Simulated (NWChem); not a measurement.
Excited singlets of silanone (H₂OSi) by symmetry

```xyz
4

Si     0.0000     0.0000     0.4410
O      0.0000     0.0000    -1.0911
H     -1.2354     0.0000     1.2774
H      1.2354     0.0000     1.2774
```
Charge 0, spin multiplicity 1.

All runs are NWChem calculations. Structure: optimised with PBE0/def2-SVP, a minimum by its harmonic frequencies.

Basis set: aug-cc-pVDZ. Symmetry labels belong to the abelian group C2v used in the runs, with the axes of the coordinates shown. Entries are the lowest vertical excitation energy of each symmetry in eV (for CIS and TDDFT among the lowest few roots); a state of one symmetry need not have the same character in every method. Symmetries that some method's roots don't reach, or where a double excitation leads the EOM-CCSD root, are left out.

The correlated methods keep 6 core orbitals frozen. B3LYP has NWChem's definition, with VWN1-RPA local correlation. Coupled-cluster values serve here as a point of comparison, not as the truth.

```tsv
method	a2	a1	b2	b1
CIS	5.06	6.81	7.27	7.64
TD-PBE	3.65	5.81	5.65	5.74
TD-B3LYP	3.87	5.91	5.91	6.13
TDA-CAM-B3LYP	4.06	6.33	6.18	6.44
EOM-CCSD	(withheld)	(withheld)	(withheld)	(withheld)
```

Problem. Complete the blanks.

Solution. 
- EOM-CCSD, a2: 4.11
- EOM-CCSD, a1: 6.03
- EOM-CCSD, b2: 6.22
- EOM-CCSD, b1: 6.40
